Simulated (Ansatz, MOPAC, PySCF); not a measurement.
Ligands exchanged one at a time, Al Br-NH2. All species are isolated molecules in the gas phase. Strings in code marks are SMILES.

Quantity: vertical ionisation energy (energy after one electron is removed minus that of the parent at the parent's geometry), in eV.

Level 1: frozen-core CCSD(T)/cc-pVTZ // B3LYP-D3(BJ)/def2-TZVP (Ansatz, a quantum-chemistry and plane-wave program)
Level 2: B3LYP-D3(BJ)/def2-TZVP (PySCF)
Level 3: minus the HOMO energy of PM6 // B3LYP-D3(BJ)/def2-TZVP (MOPAC)
Level 4: minus the HOMO energy of PM7 // B3LYP-D3(BJ)/def2-TZVP (MOPAC)

| species | level 1 | level 2 | level 3 | level 4 |
|---|---|---|---|---|
| `[NH2][Al]([Br])[Br]` | 10.29 | 10.01 | 10.23 | 10.04 |
